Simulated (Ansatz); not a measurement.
B2F2H4 (`[BH2-]1[F+][BH2-][F+]1`), relaxed with RKS PBE0-D4/def2-TZVP in the Gaussian-basis code of Ansatz from a GFN2-xTB geometry. The force threshold is 0.005 eV/Å; the program also tests the step.

Total charge 0; spin multiplicity 1.

Start:

```xyz
8

B     0.540   -0.900    0.258
F    -0.615   -0.552   -0.644
B    -0.540    0.900   -0.258
F     0.615    0.553    0.643
H     1.481   -1.212   -0.374
H     0.175   -1.552    1.167
H    -0.176    1.553   -1.166
H    -1.481    1.211    0.374
```

Q: How much energy does the relaxation release, and in how many steps? (An estimate is asked.)

A: Computed: 0.05 eV, in 3 steps.

Q: Which bonds change most? (Estimate.)

A: The calculation gave: B1–F4 from 1.505 to 1.538 Å; F2–B3 from 1.505 to 1.538 Å; B3–F4 from 1.506 to 1.538 Å; B1–F2 from 1.506 to 1.538 Å.

Q: Give the relaxed structure. (Best estimate.)

A: Computed: 
```xyz
8

B     0.552   -0.921    0.264
F    -0.627   -0.564   -0.657
B    -0.552    0.921   -0.264
F     0.628    0.564    0.656
H     1.502   -1.219   -0.388
H     0.167   -1.567    1.187
H    -0.167    1.567   -1.186
H    -1.502    1.218    0.388
```
